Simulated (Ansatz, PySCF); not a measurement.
Reaction (SMILES): N[SiH2][N-][SiH3] → [NH-][SiH2][SiH2]N

Wanted: isomerisation energy (electronic), in kcal/mol. Conventions: spin-orbit terms left out; dispersion terms only where a functional's name holds one; frozen cores in correlated levels; LANL2DZ with its own core potentials from Na on; 6-311+G** with 5d, 6d on Na to Ar in Ansatz (a quantum-chemistry and plane-wave program); non-relativistic; six Cartesian d functions in 6-31G* and its kin unless marked 5d. CBS marks a two-point X^-3 extrapolation of the correlation energy; Hartree-Fock from the larger set. Ab initio and DFT rows: single points at B3LYP-D3(BJ) geometries (Ansatz). Sets without +, aug- or the D of def2-TZVPD hold no diffuse functions, which anions need.

Coupled cluster (Ansatz) is a level with limits of its own, used here on species with T1 under 0.025 (0.045 for open shells) and stable references: CCSD(T)/CBS(aug-cc-pV(T+d)Z,aug-cc-pV(Q+d)Z).

Value to compare with, CCSD(T)/CBS(aug-cc-pV(T+d)Z,aug-cc-pV(Q+d)Z) (Ansatz): 33.8 kcal/mol.

```csv
level,program,isomerisation energy (electronic) (kcal/mol),difference
HF/LANL2DZ,Ansatz,30.5,-3.3
HF/6-31G*,Ansatz,43.4,9.6
SVWN5/6-31G*,Ansatz,29.8,-4.0
PBE/def2-SVP,Ansatz,28.6,-5.2
PBE/6-311+G**,Ansatz,24.3,-9.5
B3LYP/3-21G,Ansatz,32.4,-1.4
B3LYP/6-31G*,Ansatz,36.0,2.2
B3LYP/6-31+G*,Ansatz,31.3,-2.5
B3LYP/6-31G**,Ansatz,33.9,0.1
B3LYP/cc-pVDZ,Ansatz,30.0,-3.8
B3LYP/6-311+G**,Ansatz,30.3,-3.5
M06-2X/6-31G* (5d),PySCF,36.7,2.9
M06-2X/6-311+G**,PySCF,31.5,-2.3
MP2/3-21G,Ansatz,39.0,5.2
PBE/def2-TZVPD,Ansatz,27.6,-6.2
r2SCAN-D4/def2-TZVPD,Ansatz + dftd4,32.5,-1.3
```

5 of the 14 habitual levels lie above CCSD(T)/CBS(aug-cc-pV(T+d)Z,aug-cc-pV(Q+d)Z) (Ansatz); their mean absolute difference is 4.0 kcal/mol, the median 3.4.

The levels are drawn from those run, B3LYP/6-31G* more often than the rest, none by its result; left out are runs that failed, that the program found above a lower state of the same kind, or whose <S^2> lies over 0.5 above the pure value.
